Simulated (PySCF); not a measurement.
A structure optimised at PBE-D3(BJ)/def2-SVP, used in a PySCF frequency run:

```
Si
F 1 1.6309
I 1 2.4449 2 107.50
I 1 2.4449 2 107.50 3 -120.00
I 1 2.4449 2 107.50 3 120.00
```
Charge 0, spin multiplicity 1.

**Question.** Write its SMILES, formula and point group.

**Answer.** F[Si](I)(I)I, FI3Si, C3v

**Question.** What are its rotational constants (standard atomic weights)?

**Answer.** 0.44084, 0.44084, 0.24417 GHz
